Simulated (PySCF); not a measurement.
## Continuum solvent and chemical shifts

Bonds (- single, = double, # triple, : aromatic): C1=C2, C2-C3, C2-C4, C4-C5, C5#C6, C6-C7, C7-C8, C8-C9, C9=C10, C9-C7. C1 carries H11, H12; C3 carries H13, H14, H15; C4 carries H16, H17; C7 carries H18; C8 carries H19, H20; C10 carries H21, H22. Stereochemistry as in C=C(C)CC#C[C@H]1CC1=C. H11 is cis to C3; H19 is cis to C6 on the ring; H22 is cis to C7; H17 is pro-R; H16 is pro-S; H12 is trans to C3; H20 is trans to C6 on the ring; H21 is trans to C7.

GIAO PBE0/pcSseg-1 in PySCF 2.14 on one PBE0-D3(BJ)/def2-SVP conformer, non-relativistic, equivalent nuclei averaged. Solvents enter as an IEF-PCM continuum (chloroform with ε = 4.7, water with ε = 78.4) around the gas-phase geometry. Shifts are referred to TMS computed in the same medium.

In chloroform, δ in ppm: C2 153.0, C9 144.1, C1 120.2, C10 112.8, C6 88.8, C5 80.5, C4 31.0, C3 23.7, C8 15.3, C7 7.1, H22 6.03, H21 5.92, H12 5.13, H11 5.12. Dipole moment 0.58 D.

Q: How does each δ change in the more polar medium?

A: 
| atoms | environment | Δδ, water |
| --- | --- | --- |
| C2 | fully substituted alkene carbon | +0.7 |
| C9 | fully substituted alkene carbon | +0.5 |
| C1 | terminal =CH2 carbon | +0.3 |
| C10 | terminal =CH2 carbon | +0.3 |
| C6 | alkyne carbon | +0.4 |
| C5 | alkyne carbon | +0.6 |
| C4 | allylic sp3 CH2 | -0.1 |
| C3 | allylic methyl carbon | +0.1 |
| C8 | three-membered-ring carbon | +0.3 |
| C7 | three-membered-ring carbon | -0.1 |
| H22 | hydrogen on a terminal =CH2 carbon | +0.04 |
| H21 | hydrogen on a terminal =CH2 carbon | +0.06 |
| H12 | hydrogen on a terminal =CH2 carbon | +0.05 |
| H11 | hydrogen on a terminal =CH2 carbon | +0.05 |

Changes are relative to chloroform. The dipole moment becomes 0.60 D in water.

Q: Which nuclei move most (in ppm), and what does the model miss?

A: C2 (fully substituted alkene carbon, +0.7 ppm) in water. A continuum only polarises the solute; specific hydrogen bonds, the anisotropy of aromatic solvents and changes of geometry or conformer are outside it.
